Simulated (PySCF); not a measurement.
Broadened absorption spectrum of C4H4F4O

Compound: C₄H₄F₄O.
InChI=1S/C4H4F4O/c5-3(6)1-2-9-4(7)8/h1-4H/b2-1+

Level of theory: TDDFT PBE0/def2-SVPD, vertical, gas phase, core orbitals frozen in the response in PySCF 2.14.0, density-fitted response routines. Isolated species at its GFN2-xTB geometry (one conformer only). Torsions of this conformer, `[F:1][CH:2]([F:3])/[CH:4]=[CH:5]/[O:6][CH:7]([F:8])[F:9]`: F1–C2–C4–C5 113°, C4–C5–O6–C7 10°, C5–O6–C7–F8 172°.

Broadening: Gaussians 0.25 eV wide at half height, area fixed by f = 4.319×10⁻⁹ ∫ε dν̃. The width is an assumption, not a result. The curve ends short of the highest state used, and states not computed would add to its high-energy end.

E (eV), ε (L mol⁻¹ cm⁻¹) and a bar:
```
     6.74         74 
     6.78        263 
     6.82        803 #
     6.86       2133 ##
     6.89       4041 ###
     6.93       8368 #######
     6.97      15035 ############
     7.01      23437 ###################
     7.05      31701 #########################
     7.09      37204 #############################
     7.13      37883 ##############################
     7.17      33470 ##########################
     7.20      27790 ######################
     7.24      19158 ###############
     7.28      11478 #########
     7.32       6024 #####
     7.36       2894 ##
     7.40       1551 #
     7.44       1367 #
     7.48       1863 #
     7.51       2464 ##
     7.55       3307 ###
     7.59       3914 ###
     7.63       4079 ###
     7.67       3798 ###
     7.71       3257 ###
     7.75       2706 ##
     7.79       2294 ##
     7.82       2079 ##
     7.86       1847 #
     7.90       1605 #
     7.94       1347 #
     7.98       1132 #
     8.02       1019 #
     8.06       1015 #
     8.09       1048 #
     8.13       1072 #
     8.17       1013 #
     8.21        855 #
     8.25        635 
     8.29        413 
     8.33        235 
     8.37        120 
     8.40         74
```

Task: Locate the maxima and give the states behind the curve.

Result: 174 nm (7.12 eV), ε about 38000, made up of S1 (100%); 163 nm (7.62 eV), ε about 4100, made up of S2 (97%); 153 nm (8.13 eV), ε about 1100, made up of S4 (12%) and S5 (83%) (ε in L mol⁻¹ cm⁻¹; maxima over ε = 5, shares over 10%). The states used: S1 7.12 eV (f 0.355); S2 7.62 eV (f 0.037); S3 7.86 eV (f 0.014); S4 8.06 eV (f 0.0014); S5 8.15 eV (f 0.0085); S6 8.69 eV (f 0.0031); S7 8.76 eV (f 0.0097); S8 9.00 eV (f 0.011).

Task: What would ε be at 7.12 eV, the highest of these maxima, with half the width (0.125 eV)?

Result: About 76200 L mol⁻¹ cm⁻¹ against 38300, a factor of about 1.99; a lone state at its own centre would give exactly 2.

Time: 29 s of wall time. Hardware: one thread, x86-64 server, no GPU, shared host.
